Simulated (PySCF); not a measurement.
In(F)3 anion (F₃In), SMILES [F][In]([F])[F] (connectivity only; charge and spin as stated), charge -1, multiplicity 2.

The structure is a stationary point at B3LYP-D3(BJ)/def2-SVPD. The spin state was assumed, not searched. The isomer is the one that the SMILES or the coordinates give; other isomers of the formula were not compared. The def2 effective core potentials stand for the cores of In; spin–orbit coupling is left out.

Level of theory: B3LYP-D3(BJ)/def2-SVPD run with PySCF.

Frequencies are harmonic and unscaled.

Modes within 1.5 cm⁻¹ of each other (mostly degenerate sets) share a row, with their intensities summed.

| mode | ν (cm⁻¹) | IR (km/mol) | moving atoms (share of kinetic energy) |
|---|---|---|---|
| 1–2 | 123 | 19.4 | F 91 %, In 9 % |
| 3 | 148 | 34.2 | F 75 %, In 25 % |
| 4 | 454 | 57.4 | F 92 % |
| 5–6 | 458 | 264.6 | F 82 %, In 18 % |
